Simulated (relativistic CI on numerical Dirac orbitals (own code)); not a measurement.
**Slater and spin-orbit integrals, Ta LIV**

Calculated at this level of theory: Dirac-Coulomb-Breit CI, separate exchange-only KLI orbitals for each configuration, a model potential for QED, unscaled Slater integrals (own radial code, finite nucleus).

Slater integrals F^k, G^k are unscaled and averaged over j, outside the closed core [Ne]; ζ comes from projecting the Hamiltonian with its Breit term on Σ l·s of the shell.

- 3s2 3p6 3d2: F^2(3d,3d) = 607380, F^4(3d,3d) = 392920, ζ(3d) = 229330 cm⁻¹; <r>(3d) = 0.1688, <r^2>(3d) = 0.03294 (bohr units).
- 3s2 3p5 3d3: ζ(3p) = 1.6943e+06, F^2(3d,3d) = 606560, F^4(3d,3d) = 392370, F^2(3p,3d) = 520540, G^1(3p,3d) = 546910, G^3(3p,3d) = 367340, ζ(3d) = 227520 cm⁻¹; <r>(3p) = 0.1896, <r^2>(3p) = 0.04168, <r>(3d) = 0.169, <r^2>(3d) = 0.03303 (bohr units).
- 3s 3p6 3d3: F^2(3d,3d) = 606240, F^4(3d,3d) = 392150, G^2(3s,3d) = 420350, ζ(3d) = 228470 cm⁻¹; <r>(3s) = 0.1927, <r^2>(3s) = 0.04248, <r>(3d) = 0.1691, <r^2>(3d) = 0.03306 (bohr units).

Problem. Give the Racah parameters of the d shell in 3s2 3p6 3d2.

Solution. B = F²/49 − 5F⁴/441 = 7941 cm⁻¹ and C = 35F⁴/441 = 31184 cm⁻¹.

Averages of the first 10 configurations, taken without configuration mixing, which lowers the lowest level and can move excited configurations by several eV; other configurations of the list can lie among them:

| Configuration | Parity | States | Average energy above the lowest level (eV) |
| --- | --- | --- | --- |
| 3s2 3p6 3d2 | even | 45 | 91.7 |
| 3s2 3p5 3d3 | odd | 720 | 520.6 |
| 3s 3p6 3d3 | even | 240 | 949.5 |
| 3s2 3p6 3d 4s | even | 20 | 2053.8 |
| 3s2 3p6 3d 4p | odd | 60 | 2217.3 |
| 3s2 3p6 3d 4d | even | 100 | 2390.9 |
| 3s2 3p5 3d2 4s | odd | 540 | 2472.2 |
| 3s2 3p6 3d 4f | odd | 140 | 2515.5 |
| 3s2 3p5 3d2 4p | even | 1620 | 2635.9 |
| 3s2 3p5 3d2 4d | odd | 2700 | 2808.9 |
